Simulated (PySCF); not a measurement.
The dipole of `[F][GeH2][C]#C[SiH3]` from its density and from atomic charges.

Coordinates (PBE0-D3(BJ)/def2-SVP, Å) and charges (e) from the PBE0/pcSseg-1 density (PySCF):

| atom | x | y | z | Mulliken | IAO | Hirshfeld | ESP-fitted |
| --- | --- | --- | --- | --- | --- | --- | --- |
| F1 | 3.225 | -1.188 | -0.166 | -0.4926 | -0.5268 | -0.2501 | -0.3158 |
| Ge2 | 2.428 | 0.353 | -0.024 | +0.8500 | +0.9877 | +0.4734 | +0.6307 |
| C3 | 0.582 | 0.000 | 0.222 | -0.2615 | -0.3059 | -0.1451 | -0.2230 |
| C4 | -0.614 | -0.207 | 0.379 | -0.3746 | -0.2950 | -0.1352 | -0.1624 |
| Si5 | -2.407 | -0.537 | 0.614 | +0.5164 | +0.6208 | +0.3423 | +0.4080 |
| H6 | 2.663 | 1.097 | -1.342 | -0.0062 | -0.0892 | -0.0477 | -0.0634 |
| H7 | 3.015 | 1.043 | 1.210 | -0.0062 | -0.0891 | -0.0476 | -0.0635 |
| H8 | -3.048 | -0.746 | -0.715 | -0.0752 | -0.1012 | -0.0635 | -0.0695 |
| H9 | -2.573 | -1.757 | 1.454 | -0.0729 | -0.0994 | -0.0622 | -0.0629 |
| H10 | -3.032 | 0.634 | 1.295 | -0.0773 | -0.1019 | -0.0642 | -0.0782 |

Compute μ = Σ q r for each scheme (1 e·Å = 4.803 D) and compare with the dipole of the full density.

The full density gives (-1.18, 1.85, 0.20) D, 2.21 D in size; dipole vectors point from the negative to the positive end.

```json
{"scheme": "Mulliken", "μx": "-0.36", "μy": "3.88", "μz": "0.13", "size (D)": "3.90", "share of the full size (%)": "177", "angle to the full dipole (°)": "27"}
{"scheme": "IAO", "μx": "-2.05", "μy": "3.35", "μz": "0.35", "size (D)": "3.94", "share of the full size (%)": "179", "angle to the full dipole (°)": "1"}
{"scheme": "Hirshfeld", "μx": "-0.99", "μy": "1.55", "μz": "0.17", "size (D)": "1.84", "share of the full size (%)": "84", "angle to the full dipole (°)": "0"}
{"scheme": "ESP-fitted", "μx": "-1.20", "μy": "1.87", "μz": "0.20", "size (D)": "2.23", "share of the full size (%)": "101", "angle to the full dipole (°)": "0"}
```

Which set comes closest?

Length of the difference vector: ESP-fitted 0.02 D, Hirshfeld 0.36 D, IAO 1.73 D, Mulliken 2.19 D. Closest: ESP-fitted. The schemes that divide the density aren't constrained to reproduce the dipole.

What is left for the Hirshfeld atoms' own dipoles?

The Hirshfeld atoms' densities add up to the full density, so μ = Σ q r + Σ (atomic dipoles). The atomic dipoles sum to (-1.18, 1.85, 0.20) − (-0.99, 1.55, 0.17) = (-0.19, 0.30, 0.03) D, 0.36 D in size.

With the origin at the mean of the coordinates, (0.024, -0.131, 0.293) Å, which are the largest single terms, by size, of the Mulliken dipole along the direction of the full one?

F1 +6.25, Ge2 -3.71, Si5 +2.45, H10 -0.88, C4 -0.51 D; all 10 atoms together +3.46 D. The single terms depend on the origin, their sum doesn't.

Give the size of the full dipole in other units.

2.21 D = 0.868 au = 0.459 e·Å = 7.36 × 10⁻³⁰ C·m.

Geometry: PBE0-D3(BJ)/def2-SVP; no solvent, vibrations or thermal averaging. The calculation is non-relativistic, for germanium too.
